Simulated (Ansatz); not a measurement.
Reaction (ligand exchange at the Si–N bond): `C=C[SiH2]N[SiH3]` + H₂S → `C=C[SiH2]S` + `N[SiH3]`

Gas-phase electronic energies from Ansatz, PBE0-D4/def2-TZVP geometries. CBS: MP2 limit from def2 TZ/QZ plus the TZ coupled-cluster correction, frozen cores. This one scheme is used for every species. Functionals use def2-TZVPP. Each species was taken in one conformer, which may not be the lowest.

Is it downhill or uphill in electronic energy at CCSD(T)/CBS, and by how much? (An estimate is asked.)

Computed: Nearly level: ΔE = +1.8 kJ/mol.

What do these levels give: revPBE-D4, r2SCANh-D4, BHLYP-D4, PBE-QIDH, PBE0, MP2/def2-TZVPP? (Best estimate.)

Computed: revPBE-D4 -6.9, r2SCANh-D4 -3.5, BHLYP-D4 5.3, PBE-QIDH -2.7, PBE0 -8.1, MP2/def2-TZVPP 1.6 kJ/mol.

Largest T1 diagnostic among the species: 0.011.

At CCSD(T), def2-SVP lies +6.7 kJ/mol from the extrapolated value and def2-TZVPP +2.6 kJ/mol. The D4 term adds +4.0 kJ/mol with B3LYP and +2.4 kJ/mol with PBE0; it sums over pairs of atoms, weighted by their polarisabilities, and B3LYP, whose exchange is more repulsive, gets the larger term. Leaving LDA and LC-ωPBE aside and taking each functional with its dispersion term where it has one, the values, not all of them listed here, spread over 13.7 kJ/mol, from PBE-D4 to BHLYP-D4. LDA lies +6.4 kJ/mol from PBE without D4.

B3LYP here is the variant with VWN-RPA as its local correlation; programs differ in this.
